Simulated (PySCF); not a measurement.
InHClBr, SMILES [Cl][InH][Br]. Geometry: PBE0-D3(BJ)/def2-SVP. The def2 effective core potentials stand for the cores of In; spin–orbit coupling is left out.

Level of theory: PBE0-D3(BJ)/def2-SVP run with PySCF.

Harmonic wavenumbers (cm⁻¹): 88, 259, 370, 371, 470, 1870. Rotational constants (GHz): 5.344, 1.124, 0.9286; symmetry number 1.

**Question.** Work out the zero-point energy and the ideal-gas rigid-rotor harmonic-oscillator thermochemistry at 298.15 K and 1 atm.

**Answer.** ZPE = ½ Σ hcν = ½ × 3429 cm⁻¹ = 4.90 kcal/mol. H − E(el) = 8.63 kcal/mol. Entropy in cal/(mol K): translation 42.22, rotation 28.45, vibration 8.26, total 78.92. G − E(el) = -14.91 kcal/mol. Cp = 16.05 cal/(mol K). Modes under 150 cm⁻¹ make the vibrational entropy uncertain.
